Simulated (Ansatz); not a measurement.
A single point on `CO[B]Cl` radical.

```yaml
crystal:
  periodic: [false, false, false]
  atoms:
    - {symbol: C, position_ang: [0.185717, 0.782851, 0.005567]}
    - {symbol: O, position_ang: [-0.539619, -0.141154, -0.803312]}
    - {symbol: B, position_ang: [-0.677138, -1.435006, -0.591746]}
    - {symbol: Cl, position_ang: [0.001988, -2.349802, 0.748194]}
    - {symbol: H, position_ang: [0.635756, 0.283873, 0.864909]}
    - {symbol: H, position_ang: [-0.506887, 1.554392, 0.341964]}
    - {symbol: H, position_ang: [0.961382, 1.236744, -0.611276]}
basis:
  gaussian: {orbitals: def2-TZVPP}
magnetization: {spin_polarized: true, initial_magnetization: 1}
hamiltonian: {xc: pbe}
correlation: {method: rpa}
```

```sh
$ ansatz run in.yaml --threads 2 --pin off --events-out ev --progress --plain --max-ram 32768MiB --backend cpu
```

Output, abridged:

```
Functional definition: PBE
1075 factors; integrals over basis functions are off by at most 1.3e-3 eV
mean field evaluation 1: about -16315.8509 eV, gradient 4.4e1 eV
mean field evaluation 2: about -16315.8495 eV, gradient 4.4e1 eV
mean field evaluation 4: about -16322.2010 eV, gradient 2.1e1 eV
mean field evaluation 8: about -16324.0128 eV, gradient 2.6e-1 eV
mean field evaluation 16: about -16324.0128 eV, gradient 1.5e-4 eV
mean field -16324.01276899 eV, -599.8964044471 hartree, gradient 4.9e-6 eV, S^2 0.753199; 0 other end points of the search recorded, 0 dependent functions left out
8 core orbitals not correlated: weight in the atoms' cores, before any rotation towards them, 1.000 or more for the frozen orbitals, at most 0.000 for the correlated occupied ones
reference -16291.65238587 eV, -598.7071823022 hartree; 12, 11 occupied and 157, 158 virtual orbitals, 1075 factors
Total energy: -16321.56266016 eV, -599.8063646084 hartree
```

It took 10 s on 2 threads of a server CPU on a shared host, with 0.46 GiB of host memory at the peak.
